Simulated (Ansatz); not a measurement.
Au₃⁻, relaxed as a singlet with RKS PBE0-D4/def2-TZVPD in Ansatz, starting from the GFN1-xTB geometry. Force threshold 0.02 eV/Å.

In the def2 sets Au takes a core potential; there is no spin–orbit coupling. The structure comes from a short search, and lower isomers may exist.

Start:

Cartesian coordinates in Å:
```
Au 0.0000 0.0000 -0.0001
Au 2.5565 0.0285 0.0490
Au -2.5565 -0.0285 -0.0489
```

| step | energy (eV) | largest force component (eV/Å) | SCF passes |
| --- | --- | --- | --- |
| 1 | -11084.3969 | 0.276 | 17 |
| 2 | -11084.4045 | 0.091 | 26 |
| 3 | -11084.4056 | 0.002 | 27 |

Force components are those of the run's own axes.

End:

Cartesian coordinates in Å:
```
Au 0.000 0.000 0.000
Au 2.587 0.029 0.050
Au -2.587 -0.029 -0.049
```

By distances, no bond broke or formed. The bond that changes most is Au1–Au3, from 2.56 to 2.59 Å (atoms count from 1).

No frequencies were taken in this run, so the end may be a saddle point.

It took 5.5 s on 4 threads of Arm Neoverse V2 on a shared host.
